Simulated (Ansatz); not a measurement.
The same group exchange along the group O, S, Se.

Program: Ansatz. Geometries: PBE0-D4/def2-TZVP. ΔE: electronic, gas phase. CCSD(T)/CBS adds triple-zeta CCSD(T) − MP2 to the extrapolated MP2 energy (def2 sets, frozen cores). This one scheme is used for every species. DFT in def2-TZVPP. For Se outer-core shells are correlated without core-valence functions, which leaves a few kJ/mol of doubt a bond. Scalar relativity is left out up to krypton. Each species was taken in one conformer, which may not be the lowest.

```csv
reaction,MP2/CBS(def2) (kcal/mol),HF/CBS(def2) (kcal/mol),ωB97M-V (kcal/mol),CCSD(T)/CBS(def2) (kcal/mol)
`O=CC[SiH3]` + `N[SiH3]` → `N[SiH2]C=O` + `C[SiH3]`,0.1,1.3,-0.2,-0.2
`[SiH3]CC=S` + `N[SiH3]` → `N[SiH2]C=S` + `C[SiH3]`,-5.0,-4.3,-5.6,-5.7
`[SiH3]CC=[Se]` + `N[SiH3]` → `N[SiH2]C=[Se]` + `C[SiH3]`,-6.2,-5.2,-6.4,-6.8
```

Largest T1 diagnostic: 0.016, for `[SiH3]CC=[Se]`.
